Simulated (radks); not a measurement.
The numbers below are computed, except where a source is named.
Question: All-electron atom: Se in [Ar] 3d10 4s2 4p3.5 5s0.5 (fractional occupations, a model configuration). Level of theory: scalar-relativistic Kohn-Sham, PBE, spin-polarised, spherical densities, finite nucleus; open shells are filled with parallel spins first; Fermi nuclear charge, rms radius 4.14 fm (a radial shooting solver on a logarithmic mesh with Libxc functionals). Some entries of the table are withheld. Estimate them.

orbital  occ.  eigenvalue (hartree)  <1/r> (bohr^-1)  r(max) (bohr)
1s up       1             -459.6423            34.56        0.02880
1s down     1             -459.6375            34.56        0.02880
2s up       1             -59.15505            7.632         0.1645
2s down     1             -59.15268            7.632         0.1645
2p up       3             -52.04284            7.474         0.1317
2p down     3             -52.03849            7.474         0.1317
3s up       1              -7.94028            2.488         0.5022
3s down     1              -7.93406            2.488         0.5023
3p up       3              -5.71627            2.335         0.5003
3p down     3              -5.70921            2.336         0.5004
3d up       5              -2.04786            2.029         0.4529
3d down     5              -2.03796            2.034         0.4528
4s up       1              -0.74940           0.7435          1.511
4s down     1              -0.67108           0.7496          1.493
4p up       3              -0.34244              (1)          1.784
4p down   0.5              -0.26425              (2)          1.778
5s up     0.5              -0.05626           0.1983          5.258

Answer: 
(1) 4p up <1/r> (bohr^-1): 0.5953
(2) 4p down <1/r> (bohr^-1): 0.5865
